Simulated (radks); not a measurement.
Isoelectronic series with 63 electrons, each ion in its NIST ground configuration. Calculated with a radial shooting solver on a logarithmic mesh with Libxc functionals: Dirac Kohn-Sham, PBE, spin-unpolarised, spherical densities, finite nucleus; open shells fill j = l - 1/2 first; Fermi nuclear charge, rms radius of each element as measured or else 0.836 A^(1/3) + 0.57 fm. Total energies (hartree) and mean radii <r> (bohr):

Eu: configuration [Xe] 4f7 6s2; E (hartree) -10851.4567; 4f7/2 0.9951; 4f5/2 0.9717
Gd+: configuration [Xe] 4f7 5d1 6s1; E (hartree) -11279.0737; 4f7/2 0.8734; 4f5/2 0.8606
Tb2+: configuration [Xe] 4f9; E (hartree) -11717.3542; 4f7/2 0.9047; 4f5/2 0.8869
Dy3+: configuration [Xe] 4f9; E (hartree) -12165.6190; 4f7/2 0.8129; 4f5/2 0.8011
Ho4+: configuration [Xe] 4f9; E (hartree) -12624.0782; 4f7/2 0.7496; 4f5/2 0.7402
Er5+: configuration [Kr] 4d10 4f10 5s2 5p5; E (hartree) -13092.3085; 4f7/2 0.7229; 4f5/2 0.7139
Tm6+: configuration [Kr] 4d10 4f11 5s2 5p4; E (hartree) -13571.0904; 4f7/2 0.6987; 4f5/2 0.6901
Yb7+: configuration [Kr] 4d10 4f12 5s2 5p3; E (hartree) -14060.4543; 4f7/2 0.6767; 4f5/2 0.6683
Lu8+: configuration [Kr] 4d10 4f13 5s2 5p2; E (hartree) -14560.5873; 4f7/2 0.6563; 4f5/2 0.6482
